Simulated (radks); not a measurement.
The gold ion Au0.5+, configuration [Xe] 4f14 5d10 6s(up 0.5, down 0) (fractional occupations, a model configuration). Method: scalar-relativistic Kohn-Sham, PBEsol, spin-polarised, spherical densities, point nucleus; computed with a radial shooting solver on a logarithmic mesh with Libxc functionals.

Radial electron density D(r) = 4 pi r^2 rho(r):

| r (bohr) | D(r) (e/bohr) | spin D(r) |
|---|---|---|
| 0.003367 | 51.82 | 0.00146 |
| 0.004563 | 70.34 | 0.00186 |
| 0.006183 | 89.37 | 0.00214 |
| 0.00838 | 104.2 | 0.00205 |
| 0.01136 | 109.6 | 0.00141 |
| 0.01539 | 104.3 | 0.000379 |
| 0.02086 | 97.19 | -0.000142 |
| 0.02827 | 104.9 | 0.00113 |
| 0.03832 | 131.0 | 0.00363 |
| 0.05193 | 148.2 | 0.00304 |
| 0.07038 | 131.3 | -0.00271 |
| 0.09462 | 115.2 | -0.00355 |
| 0.1282 | 133.3 | 0.00514 |
| 0.1738 | 125.2 | 0.00321 |
| 0.2355 | 80.59 | 0.00115 |
| 0.3192 | 83.10 | 0.00873 |
| 0.4326 | 83.09 | -0.00585 |
| 0.5863 | 44.98 | 0.0243 |
| 0.7946 | 24.62 | 0.0236 |
| 1.077 | 18.44 | -0.0489 |
| 1.46 | 10.43 | 0.0498 |
| 1.962 | 4.526 | 0.229 |
| 2.659 | 1.552 | 0.236 |
| 3.604 | 0.3786 | 0.108 |
| 4.885 | 0.05498 | 0.0236 |
| 6.62 | 0.003812 | 0.00220 |

D(r) has 4 maxima, at r = 0.0112, 0.0519, 0.145, 0.375 bohr, and minima at 0.0217, 0.0931, 0.266 bohr, inside which lie 1.88, 11.02, 29.97 electrons.
